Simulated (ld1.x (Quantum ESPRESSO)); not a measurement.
# Tl (Z = 81): excitation energies, all-electron against TM

thallium, norm-conserving Troullier–Martins (Kleinman–Bylander form), made with ld1.x (Quantum ESPRESSO) 7.5 (LDA (PZ), fully relativistic). Core [Xe] 4f14, reference 5d10 6s1 6p0 (charge +2). Waves: 6p (bound, empty): rc 2.15 bohr; 5d (bound): rc 2.10 bohr; 6s (bound): rc 2.10 bohr. Local part: the s channel. Core correction: Bessel-smoothed model core, default radius (core density twice the valence density).

Open shells are filled in proportion to 2j + 1 (rel_dist='average').

Energies are relative to the spin-unpolarised reference configuration 5d10 6s1 6p0; without spin polarisation the order of configurations can differ from experiment. The frozen-core shift is the all-electron ΔE with the core orbitals held at their reference shape minus the fully relaxed ΔE.

Give the all-electron excitation energy and the error of the potential for: 5d10 6s2 6p1; 5d10 6s2 6p0; 5d10 6s0 6p0; 5d10 6s0 6p3; 5d10 6s1 6p1; 5d10 6s1 6p2; 5d10 6s2 6p0.5.

```tsv
valence configuration	charge	ΔE all-electron (eV)	error AE − PS (meV)	frozen-core shift (meV)
5d10 6s2 6p1	0	-26.719	-6.5	+1.7
5d10 6s2 6p0	+1	-21.202	-7.0	+1.5
5d10 6s0 6p0	+3	30.598	-13	+3.4
5d10 6s0 6p3	0	-11.592	-2.5	+0.4
5d10 6s1 6p1	+1	-12.956	-1.4	+0.3
5d10 6s1 6p2	0	-19.360	-0.5	+0.6
5d10 6s2 6p0.5	+0.5	-24.701	-7.3	+1.7
```

Levels in the configuration 5d10 6s2 6p0:

```tsv
level	all-electron (eV)	pseudo (eV)
5d j=3/2	-24.326	-24.349
5d j=5/2	-22.102	-22.120
6s j=1/2	-16.691	-16.679
```
